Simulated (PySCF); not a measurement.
**`Cc1nn[nH]c1C(F)(F)F`, C₄H₄F₃N₃**

Molfile (atoms numbered from 1):
```
C4H4F3N3
     RDKit          3D

 14 14  0  0  0  0  0  0  0  0999 V2000
    1.9552   -0.2868   -0.1930 C   0  0  0  0  0  0  0  0  0  0  0  0
    0.7456    0.5311    0.0507 C   0  0  0  0  0  0  0  0  0  0  0  0
    0.7892    1.8557    0.3075 N   0  0  0  0  0  0  0  0  0  0  0  0
   -0.3885    2.3103    0.4782 N   0  0  0  0  0  0  0  0  0  0  0  0
   -1.2548    1.3238    0.3453 N   0  0  0  0  0  0  0  0  0  0  0  0
   -0.5928    0.1643    0.0717 C   0  0  0  0  0  0  0  0  0  0  0  0
   -1.2687   -1.1393   -0.1373 C   0  0  0  0  0  0  0  0  0  0  0  0
   -2.6030   -1.0273   -0.0191 F   0  0  0  0  0  0  0  0  0  0  0  0
   -0.8773   -2.0697    0.7481 F   0  0  0  0  0  0  0  0  0  0  0  0
   -1.0288   -1.6546   -1.3539 F   0  0  0  0  0  0  0  0  0  0  0  0
    2.0300   -1.0843    0.5446 H   0  0  0  0  0  0  0  0  0  0  0  0
    1.9132   -0.7405   -1.1819 H   0  0  0  0  0  0  0  0  0  0  0  0
    2.8303    0.3520   -0.1249 H   0  0  0  0  0  0  0  0  0  0  0  0
   -2.2502    1.4647    0.4418 H   0  0  0  0  0  0  0  0  0  0  0  0
  1  2  1  0
  2  3  1  0
  3  4  2  0
  4  5  1  0
  5  6  1  0
  6  7  1  0
  7  8  1  0
  7  9  1  0
  7 10  1  0
  6  2  2  0
  1 11  1  0
  1 12  1  0
  1 13  1  0
  5 14  1  0
M  END
```

Level of theory: PySCF, GIAO B3LYP/pcSseg-1 magnetisability, rotational g tensor and spin-rotation constants, non-relativistic, gas phase. Geometry: GFN2-xTB.

How diamagnetic is it, and how anisotropic?

Isotropic -1214 × 10⁻³⁰ J/T², or -73.1 × 10⁻⁶ cm³/mol; principal values -1698, -1021, -923 × 10⁻³⁰ J/T², anisotropy 731 × 10⁻³⁰ J/T² (root of half the summed squared differences of the principal values). The susceptibility is in cgs units.

Split it along the inertial axes a, b, c into diamagnetic and paramagnetic parts about the centre of mass, with the quadrupole moment.


| axis | χ (10⁻⁶ cm³/mol) | diamagnetic (10⁻⁶ cm³/mol) | paramagnetic (10⁻⁶ cm³/mol) | summed x² of all electrons (Å²) | quadrupole Θ (D Å) |
| --- | --- | --- | --- | --- | --- |
| a | -58.6 | -624.5 | 565.9 | 210.8 | -17.33 |
| b | -58.5 | -1038.8 | 980.3 | 113.1 | +14.73 |
| c | -102.3 | -1374.1 | 1271.8 | 34.1 | +2.60 |

Anisotropies 2χaa − χbb − χcc = +43.6 and 2χbb − χaa − χcc = +43.8 × 10⁻⁶ cm³/mol. Θ is traceless in Buckingham's convention.

And the rotational g tensor?


| axis | rotational constant (GHz) | g | nuclear part | electronic part |
| --- | --- | --- | --- | --- |
| a | 2.2078 | -0.0354 | 0.5516 | -0.5870 |
| b | 1.1469 | -0.0286 | 0.4996 | -0.5282 |
| c | 0.8732 | -0.0009 | 0.5209 | -0.5217 |

Asymmetric top; isotopes 12C, 19F, 1H, 14N; no vibrational averaging.
